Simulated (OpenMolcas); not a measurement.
# La II: CASPT2 settings compared

```json
{
 "Program": "OpenMolcas 26.06",
 "Basis": "ANO-R1 [7s5p4d1f]",
 "Scalar Hamiltonian": "X2C, finite nucleus",
 "Active space": "2 electrons in 6 orbitals (5d 6s)",
 "State averaging": "2S+1 = 3 even, 15 roots; 2S+1 = 1 even, 21 roots kept (CI in the orbitals of an earlier block)",
 "Spin-orbit coupling": "RASSI with atomic mean-field integrals over the reference wave functions, term energies averaged over their components"
}
```

Methods on the same reference wave functions:
A. CASSCF
B. SS-CASPT2, IPEA 0.4 Eh, sigma1 regulariser 0.25 Eh (closed shells correlated: 5s 5p)
C. SS-CASPT2, IPEA 0 Eh, no level shift (closed shells correlated: 5s 5p)
D. SS-CASPT2, IPEA 0.75 Eh, imaginary shift 0.2 Eh (closed shells correlated: 4d 5s 5p)
E. MS-CASPT2, IPEA 0.75 Eh, imaginary shift 0.2 Eh (closed shells correlated: 4d 5s 5p)

Energies in eV above 5d² ³F₂, the measured ground level; measured values from NIST Handbook of Basic Atomic Spectroscopic Data.

```tsv
Level	A	B	C	D	E	Measured
5d² ³F₂ [64 %]	0.0000	0.0000	0.0000	0.0000	0.0000	0.0000
5d² ³F₃	0.1285	0.1508	0.1427	0.1577	0.1562	0.1260
5d² ³F₄	0.2559	0.277	0.269	0.284	0.283	0.2443
5d 6s ³D₁	0.3070	0.2265	0.288	0.1673	0.1657	0.2350
5d 6s ³D₂	0.3890	0.307	0.364	0.256	0.256	0.3213
5d 6s ³D₃	0.4718	0.391	0.452	0.332	0.330	0.4030
5d² ³P₀ [57 %]	0.8969	0.790	0.700	0.812	0.817	0.6509
5d² ³P₁	0.9520	0.868	0.763	0.921	0.919	0.7090
5d² ³P₂	1.0204	0.933	0.832	0.985	0.981	0.7721
5d² ¹G₄	1.2588	1.098	1.114	1.099	1.098	0.9266
6s² ¹S₀ [56 %]	1.3450	1.003	1.048	0.971	0.950	0.9168
5d 6s ¹D₂	1.8195	1.432	1.448	1.420	1.426	
5d² ¹S₀	3.3767	2.547	2.434	2.615	2.626
```

Deviations, from unrounded energies. A percentage is the sum of absolute deviations over the sum of measured energies, with the sign that they share, or ± where signs differ.

```csv
Against measurement,Levels,A,B,C,D,E
mean absolute deviation (cm-1),10,1400,650,540,880,860
fine structure of the ground term (%),2,+3.8,+15.6,+11.3,+19.3,+18.5
other terms of the ground configuration (%),4,+35.0,+20.6,+11.4,+24.8,+24.7
other configurations (%),4,+33.9,±6.5,+14.7,±13.8,±12.8
```

C lies closest to measurement on these levels and A furthest from it. The largest miss of C in the table is 5d² ¹G₄, by +1500 cm-1. The ranking rests on the paired levels alone, and a cruder setting can come out closer through cancelling errors.

Among B to E the level of the table that moves most is 5d² ¹S₀, by 1500 cm-1 (lowest in C, highest in E). Moves below CASPT2's spread within the term are not significant.

The mean deviations of B to E differ by less than CASPT2's widest spread within a term (810 cm-1), so their order carries little weight.

From A to B the spin-free energies of the other terms of 5d² shown, above ³F, scale by factors of 0.73 to 0.87, as is usual when dynamic correlation screens the repulsion within a d or f shell.

The lowest spin-free term lies below A's lowest term by 0.161 hartree in B, 0.169 hartree in C, 0.204 hartree in D, 0.204 hartree in E.

CASPT2 does not keep the components of a term degenerate, so their means are used; among the terms shown or strongly mixed into the levels shown the widest spread is 810 cm-1 (5d² ¹G, E). Terms from blocks run as CI alone lack orbitals of their own. Configurations are named by rounded mean occupations; where the s occupation lies near a half they are strongly mixed, a name can repeat and a true partner stay unpaired. A single d shell beside an s shell can misplace configurations of different d count against each other. The CASPT2 spread within a term exceeds the gap to the next term for 5d² ¹D and 5d² ³F, so the order of their levels is uncertain, and so are names and mixing where such terms share a J (figures for C; the like holds for E). Without dynamic correlation excited terms often stand tens of per cent too high (terms of higher spin than the ground term too low), and those without a measured partner can miss by more than the paired ones (holds for A). Some terms miss by over 15 % even with CASPT2, which points to a basis or an active space too small for the shells correlated (holds for B; C; D; E). Some levels mix across a computed gap that differs much from the measured one, so their mixing is not that of the real levels (holds for C; D; E). Measured partners are found by configuration, term and J. A level has none where our copy of the source lacks it or the pairing is in doubt (some pairs that miss far off the trend of their configuration count as doubtful), and it then counts in no deviation. Levels of configurations outside the active space are missing. The table leaves out levels that lie high or whose names do not pair safely across all columns.

A share in square brackets marks a mixed level and gives the weight of the term that names it, the lowest over the columns.
